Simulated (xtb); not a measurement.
Au(CO) (CAuO), SMILES [O+]#[C-]->[Au+], charge +1, multiplicity 1. All values are semi-empirical tight-binding results from xtb (GFN2-xTB unless named), good for trends rather than for accurate numbers. Geometry optimised at GFN2-xTB. The multiplicity is an assumed one; other spin states were not compared. The isomer is the one that the SMILES or the coordinates give; other isomers of the formula were not compared.

For metal compounds this method's bond lengths and energies can be far off.

Computed properties:
```yaml
point_group_as_xtb_finds_it: C∞v
orbital_gap: 3.76 eV
zero_point_energy: 4.7 kcal/mol
G − E(el) at 298.15 K (modified RRHO): -11.3 kcal/mol
```
